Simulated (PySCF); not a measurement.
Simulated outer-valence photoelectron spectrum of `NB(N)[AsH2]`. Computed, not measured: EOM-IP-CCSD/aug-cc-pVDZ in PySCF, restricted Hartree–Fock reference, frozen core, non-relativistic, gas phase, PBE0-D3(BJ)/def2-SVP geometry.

Each root has a Gaussian of 0.5 eV full width with its one-hole share as area; cross sections and vibrations are left out, and the highest printed point is 100.

ionisation energy (eV), intensity and a bar:
```
      8.4          1 
      8.6         11 ###
      8.8         41 ############
      9.0         69 #####################
      9.2         74 ######################
      9.4         65 ####################
      9.6         34 ##########
      9.8          8 ##
     10.0          1 
     10.2          0 
     10.4          4 #
     10.6         21 ######
     10.8         55 ################
     11.0         72 ######################
     11.2         71 #####################
     11.4         55 ################
     11.6         22 #######
     11.8          4 #
     12.0          2 #
     12.2         15 ####
     12.4         44 #############
     12.6         55 #################
     12.8         28 ########
     13.0          6 ##
     13.2          1 
     13.4          0 
     13.6          0 
     13.8          0 
     14.0          0 
     14.2          0 
     14.4          5 ##
     14.6         26 ########
     14.8         55 ################
     15.0         47 ##############
     15.2         16 #####
     15.4          2 #
     15.6          0 
     15.8          0 
     16.0          0 
     16.2          4 #
     16.4         24 #######
     16.6         70 #####################
     16.8        100 ##############################
     17.0         72 #####################
     17.2         25 #######
     17.4          4 #
     17.6          0
```

Question: Where are the maxima, and how many lines lie under the curve?

Answer: 5 maxima, at 9.2, 11.1, 12.6, 14.9 and 16.8 eV, from 8 lines. At this width some lines have no maximum of their own.

Question: List the lines with their holes.

Answer: 
```json
{"E (eV)": "8.98", "leading hole (HF orbital)": "HOMO", "area": "0.96", "Koopmans (eV)": "9.30"}
{"E (eV)": "9.38", "leading hole (HF orbital)": "HOMO-1", "area": "0.94", "Koopmans (eV)": "10.60"}
{"E (eV)": "10.90", "leading hole (HF orbital)": "HOMO-2", "area": "0.95", "Koopmans (eV)": "11.52"}
{"E (eV)": "11.31", "leading hole (HF orbital)": "HOMO-3", "area": "0.94", "Koopmans (eV)": "12.37"}
{"E (eV)": "12.55", "leading hole (HF orbital)": "HOMO-4", "area": "0.94", "Koopmans (eV)": "13.42"}
{"E (eV)": "14.86", "leading hole (HF orbital)": "HOMO-5", "area": "0.95", "Koopmans (eV)": "16.41"}
{"E (eV)": "16.70", "leading hole (HF orbital)": "HOMO-6", "area": "0.93", "Koopmans (eV)": "18.10"}
{"E (eV)": "16.90", "leading hole (HF orbital)": "HOMO-7", "area": "0.92", "Koopmans (eV)": "18.37"}
```

The widest gap, 2.31 eV, lies between 12.55 and 14.86 eV. Only orbitals with −ε under 21 eV, eight at most, were ionised, so the high end of the curve may lack lines.

The values belong to the conformer `[NH2:1][B:2]([NH2:3])[AsH2:4]`: H–N1–B2–N3 0°, H–N1–B2–N3 179°, H–N3–B2–N1 -1°, H–N3–B2–N1 179°, H–As4–B2–N1 57°, H–As4–B2–N1 -35°.
